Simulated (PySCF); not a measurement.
SMILES c1c(c(sc1)-c1ccc[se]1)C#N (C9H5NSSe) (GFN2-xTB optimised geometry):

```
17

N     -2.692     1.629     0.000
C     -1.544     1.695     0.000
C     -0.146     1.774     0.000
C      0.576     2.997     0.000
C      1.915     2.806     0.000
S      2.344     1.137     0.000
C      0.672     0.654     0.000
C      0.313    -0.726     0.000
C      1.200    -1.779     0.000
C      0.616    -3.057     0.000
C     -0.745    -3.057     0.000
Se    -1.466    -1.354     0.000
H      0.097     3.960     0.000
H      2.692     3.544     0.000
H      2.267    -1.624     0.000
H      1.202    -3.960     0.000
H     -1.380    -3.925     0.000
```

Calculation: PBE/def2-SVP run with PySCF.

What are the frontier orbital energies and the dipole moment?

HOMO-2 -6.65 eV, HOMO-1 -6.17 eV, HOMO -5.38 eV, LUMO -2.71 eV, LUMO+1 -0.95 eV; dipole moment 3.46 D.

Meta-Löwdin charges at PBE/def2-SVP: N1 -0.20, C2 0.09, C3 -0.07, C4 -0.12, C5 -0.23, S6 0.27, C7 -0.08, C8 -0.13, C9 -0.13, C10 -0.13, C11 -0.25, Se12 0.35, H13 0.13, H14 0.14, H15 0.11, H16 0.12, H17 0.13.
